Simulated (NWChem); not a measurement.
Species: MgF2; SMILES [F][Mg][F]

All runs: NWChem. B3LYP is NWChem's, with the RPA form of VWN correlation. Each level has its own optimisation; frequencies are unscaled.

For level B3LYP/aug-pcseg-1:

```yaml
lowest (cm⁻¹): 152
```

Question: How do the values read with level B3LYP/pcseg-1 instead?

Answer: The lowest (cm⁻¹) comes out as 126.
